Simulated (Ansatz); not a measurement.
Molecule: sum formula SiHS₂Cl₂, net charge -1, singlet state. It need not be the lowest isomer of its formula. Whether it binds its extra electron was not tested at this geometry. 
Geometry from a B3LYP-D3(BJ)/def2-TZVP (Ansatz, a quantum-chemistry and plane-wave program) optimisation:
SMILES: [S-][Si](S)(Cl)Cl
```xyz
6

S     -0.1630     0.5261     2.1245
Si    -0.0215     0.0508     0.1952
S      1.7601    -1.0668    -0.4151
Cl    -0.0942     1.6912    -1.1646
Cl    -1.5361    -1.1879    -0.6425
H      2.4625    -0.6159     0.6360
```
Charge -1, spin multiplicity 1.

Basis-set convergence of Hartree-Fock and CCSD correlation energies (hartree) with Ansatz. Valence correlation only, unless marked. Spin-orbit coupling is left out. Non-relativistic.

```csv
basis,functions,E(HF),"E(corr, CCSD)"
aug-cc-pV(D+d)Z,169,-2003.86099,-0.74407
aug-cc-pV(T+d)Z,298,-2003.92454,-0.92955
aug-cc-pV(Q+d)Z,491,-2003.93950,-0.99335
```

Extrapolating the two largest sets (X = 3 and 4) as X^-3: E(corr) = (64·(-0.99335) - 27·(-0.92955))/37 = -1.0399 Eh, an estimate of the basis-set limit. The largest set recovers 95.5 % of it, the smallest 71.6 %.
